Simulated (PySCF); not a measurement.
**Nuclear quadrupole coupling in `C=[CH][Al-]([CH]=C)([CH]=C)[CH]=C`**

Compound: C₈H₁₂Al (charge -1).
Z-matrix (Å and degrees, PBE0-D3(BJ)/def2-SVP geometry), rows numbered from 1:
```
C 
C   1  1.3428
Al  2  2.0187  1  125.60
C   3  2.0177  2  109.66  1   129.74
C   4  1.3428  3  125.13  2  -137.01
C   3  2.0183  2  109.82  1  -110.96
C   6  1.3427  3  125.21  2  -132.90
C   3  2.0149  2  109.41  1     9.26
C   8  1.3427  3  125.26  2  -131.71
H   1  1.0999  2  121.29  3    -0.28
H   1  1.1031  2  123.91  3   179.62
H   2  1.1065  1  114.19  3  -179.63
H   4  1.1060  3  120.60  2    43.96
H   5  1.1031  4  124.13  3  -179.09
H   5  1.0997  4  120.97  3     0.90
H   6  1.1057  3  120.29  2    47.84
H   7  1.1032  6  123.99  3  -179.22
H   7  1.0997  6  120.97  3     0.55
H   8  1.1057  3  120.38  2    49.56
H   9  1.0997  8  121.07  3     0.88
H   9  1.1031  8  123.89  3  -178.89
```

Field gradients from the PBE0/pcSseg-1 density (PySCF, non-relativistic), principal values in atomic units, ordered |Vxx| ≤ |Vyy| ≤ |Vzz|:

```csv
atom,Vxx,Vyy,Vzz
Al3,0.0052,0.0096,-0.0149
```

Question: Find the asymmetry η = (Vxx − Vyy)/Vzz and the couplings χ = eQV/h (234.96 MHz × Q in barn × V in au), with Q(27Al) = 0.1466 b.

Answer: 
```
atom              environment  nucleus     η  χzz (MHz)  χxx (MHz)  χyy (MHz)
 Al3  aluminium bonded to 4 C     27Al  0.30     -0.511      0.179      0.332
```

The tensor is traceless: Vxx + Vyy + Vzz = 0.

Question: What is Vzz at Al3 in SI units (1 au = 9.71736 × 10²¹ V/m²)?

Answer: -0.0149 au = -0.144 × 10²¹ V/m².

Question: And the gradient at the other heavy atoms, for which no coupling is worked out here?

Answer: 
| atom | environment | Vzz (au) | η |
| --- | --- | --- | --- |
| C1 | terminal =CH2 carbon | 0.236 | 0.97 |
| C2 | alkene CH carbon | 0.509 | 0.70 |
| C4 | alkene CH carbon | 0.505 | 0.70 |
| C5 | terminal =CH2 carbon | 0.245 | 0.93 |
| C6 | alkene CH carbon | 0.506 | 0.68 |
| C7 | terminal =CH2 carbon | 0.249 | 0.92 |
| C8 | alkene CH carbon | 0.506 | 0.69 |
| C9 | terminal =CH2 carbon | 0.250 | 0.91 |

Were the hydrogens deuterons (Q(2H) = 0.00286 b), χzz would run from 199 kHz (H12, H13, H19 and H16) to 202 kHz (H10, H11, H14, H17 and 3 more).

Geometry: PBE0-D3(BJ)/def2-SVP, one conformer, isolated ion. The pcSseg-1 basis has no diffuse functions, a weakness for an anion. The basis is small and wasn't made for field gradients, so the couplings can be 20 % off.
